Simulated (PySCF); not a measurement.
Radial density of N⁺ (nitrogen, charge +1)

UHF, [He] 2s2 2p2, high-spin 3P determinant. All numbers are calculated (PySCF 2.14, scalar relativity by spin-free X2C-1e, in x2c-QZVPPall with one added diffuse shell each of s, p, d, f type (8s5p4d3f1g, 73 functions)).

```json
{"r (bohr)": "0.00425", "4πr²ρ (e/bohr)": "0.04619", "4πr²(ρα − ρβ)": "0.0000"}
{"r (bohr)": "0.00715", "4πr²ρ (e/bohr)": "0.1241", "4πr²(ρα − ρβ)": "0.0001"}
{"r (bohr)": "0.0120", "4πr²ρ (e/bohr)": "0.3251", "4πr²(ρα − ρβ)": "0.0002"}
{"r (bohr)": "0.0202", "4πr²ρ (e/bohr)": "0.8150", "4πr²(ρα − ρβ)": "0.0005"}
{"r (bohr)": "0.0340", "4πr²ρ (e/bohr)": "1.893", "4πr²(ρα − ρβ)": "0.0014"}
{"r (bohr)": "0.0573", "4πr²ρ (e/bohr)": "3.868", "4πr²(ρα − ρβ)": "0.0041"}
{"r (bohr)": "0.0963", "4πr²ρ (e/bohr)": "6.377", "4πr²(ρα − ρβ)": "0.0149"}
{"r (bohr)": "0.162", "4πr²ρ (e/bohr)": "7.372", "4πr²(ρα − ρβ)": "0.0641"}
{"r (bohr)": "0.273", "4πr²ρ (e/bohr)": "4.877", "4πr²(ρα − ρβ)": "0.2603"}
{"r (bohr)": "0.458", "4πr²ρ (e/bohr)": "2.212", "4πr²(ρα − ρβ)": "0.8007"}
{"r (bohr)": "0.771", "4πr²ρ (e/bohr)": "2.925", "4πr²(ρα − ρβ)": "1.4838"}
{"r (bohr)": "1.30", "4πr²ρ (e/bohr)": "2.620", "4πr²(ρα − ρβ)": "1.2156"}
{"r (bohr)": "2.18", "4πr²ρ (e/bohr)": "0.6202", "4πr²(ρα − ρβ)": "0.2914"}
{"r (bohr)": "3.67", "4πr²ρ (e/bohr)": "0.02161", "4πr²(ρα − ρβ)": "0.0114"}
{"r (bohr)": "6.17", "4πr²ρ (e/bohr)": "3.810e-05", "4πr²(ρα − ρβ)": "0.0000"}
```

Densities and radii are taken from the X2C orbitals without a picture-change correction, which distorts them close to the nucleus.
